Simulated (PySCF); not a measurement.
A structure optimised at PBE-D3(BJ)/def2-TZVPD, used in a PySCF frequency run:

```
Zn
F 1 1.7310
```
Charge +1, spin multiplicity 1.

Q: Write its SMILES, formula and point group.

A: [F][Zn+], FZn, C∞v

Q: What are its rotational constants (standard atomic weights)?

A: 11.457 GHz (linear rotor, B only)
